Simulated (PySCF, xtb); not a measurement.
CH4FGaO, SMILES [CH3][Ga]([OH])[F].

xtb with GFN2-xTB at its own geometry gives an orbital gap of 4.68 eV and a dipole moment of 2.89 D.

Coordinates come from a PBE0-D3(BJ)/def2-SVP optimisation. The structure was generated by enumeration; whether it is a known compound was not checked. Other conformers were not sampled.

### Question
What does B3LYP/def2-TZVP (PySCF) give? (An estimate is asked for; the answer gives what the named calculation found.)

### Answer
gap 8.01 eV (levels -8.78 and -0.77 eV), dipole 1.56 D.
